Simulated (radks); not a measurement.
The numbers below are computed, except where a source is named.
Q: The manganese ion Mn4+, configuration [Ar] 3d3. Level of theory: scalar-relativistic Kohn-Sham, PBE, spin-polarised, spherical densities, point nucleus; open shells are filled with parallel spins first (a radial shooting solver on a logarithmic mesh with Libxc functionals). Some entries of the table are withheld. Estimate them.

orbital,occ.,eigenvalue (hartree),<r^2> (bohr^2),r(max) (bohr)
1s down,1,-238.4403,0.004989,0.03987
1s up,1,-238.4398,0.004989,0.03987
2s up,1,-29.56713,0.09233,0.2326
2s down,1,-29.50525,0.09203,0.2324
2p up,3,-25.37626,0.07524,0.1885
2p down,3,-25.32920,0.07492,0.1883
3s up,1,-5.29570,0.7953,0.7297
3s down,1,-5.15112,0.8011,0.7306
3p up,3,(1),0.8822,0.7415
3p down,3,(2),0.8928,0.7429
3d up,3,-2.28784,1.133,0.7162
3d down,0,-2.15063,1.180,0.7223

A: 
(1) 3p up eigenvalue (hartree): -4.12381
(2) 3p down eigenvalue (hartree): -3.98211
